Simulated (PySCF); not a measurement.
C6H6O, SMILES C=C=C1C=CCO1. Atoms are numbered in the order given.

```xyz
13

C      0.0196    -2.9695     0.0000
C      0.0234    -1.6543     0.0000
C     -0.0201    -0.3213     0.0000
C     -1.2028     0.5420     0.0000
C     -0.7903     1.8298     0.0000
C      0.7103     1.8529     0.0000
O      1.1120     0.4774     0.0000
H      0.0210    -3.5583    -0.9385
H      0.0210    -3.5583     0.9385
H     -2.2320     0.1635     0.0000
H     -1.4212     2.7286     0.0000
H      1.1374     2.3641     0.8968
H      1.1374     2.3641    -0.8968
```
Charge 0, spin multiplicity 1.

Geometry optimised at PBE-D3(BJ)/def2-SVP. Other conformers were not sampled.

Computed with PBE/def2-TZVP in PySCF.

Symmetry labels are those of the subgroup Cs that the program uses (full group Cs).

Q: List the valence orbital energies around the gap with their symmetry. (An estimate is asked for; the answer gives what the named calculation found.)

A: 
```json
[
 {"orbital": "HOMO−7", "symmetry": "A\"", "energy (eV)": "-10.53"},
 {"orbital": "HOMO−6", "symmetry": "A'", "energy (eV)": "-10.29"},
 {"orbital": "HOMO−5", "symmetry": "A'", "energy (eV)": "-9.41"},
 {"orbital": "HOMO−4", "symmetry": "A\"", "energy (eV)": "-8.53"},
 {"orbital": "HOMO−3", "symmetry": "A'", "energy (eV)": "-8.45"},
 {"orbital": "HOMO−2", "symmetry": "A\"", "energy (eV)": "-7.04"},
 {"orbital": "HOMO−1", "symmetry": "A'", "energy (eV)": "-6.66"},
 {"orbital": "HOMO", "symmetry": "A\"", "energy (eV)": "-4.85"},
 {"orbital": "LUMO", "symmetry": "A\"", "energy (eV)": "-1.61"},
 {"orbital": "LUMO+1", "symmetry": "A'", "energy (eV)": "-1.14"},
 {"orbital": "LUMO+2", "symmetry": "A'", "energy (eV)": "0.77"},
 {"orbital": "LUMO+3", "symmetry": "A\"", "energy (eV)": "0.92"}
]
```
